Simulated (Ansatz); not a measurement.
`F[Si](F)(F)O[SiH3]` + `[OH][GeH2][OH]` → `[OH][GeH2][O][SiH3]` + `O[Si](F)(F)F`  (ligand exchange at the Si–O bond)

Computed with Ansatz on PBE0-D4/def2-TZVP structures; ΔE is electronic, products minus reactants. CBS: MP2 limit from def2 TZ/QZ plus the TZ coupled-cluster correction, frozen cores. Functionals use def2-TZVPP. For Ge outer-core shells are correlated without core-valence functions, which leaves a few kJ/mol of doubt a bond. Scalar relativity is left out up to krypton. Each species was taken in one conformer, which may not be the lowest.

Question: Is it downhill or uphill in electronic energy at CCSD(T)/CBS, and by how much? (Estimate.)

Answer: Computed: Nearly level: ΔE = 0.0 kcal/mol.

Question: What do these levels give: ωB97X-V, HF/def2-TZVPP, HF/def2-QZVPP, MP2/def2-QZVPP, HF/CBS(def2), MP2/CBS(def2)? (Best estimate.)

Answer: Computed: ωB97X-V -0.1, HF/def2-TZVPP 0.7, HF/def2-QZVPP 1.0, MP2/def2-QZVPP -0.2, HF/CBS(def2) 1.0, MP2/CBS(def2) -0.1 kcal/mol.

Largest T1 diagnostic among the species: 0.012.

In def2-TZVPP, CCSD(T) changes the Hartree–Fock value by −1.1 kcal/mol (the triples alone add −0.2 kcal/mol) and MP2 by −1.2 kcal/mol.
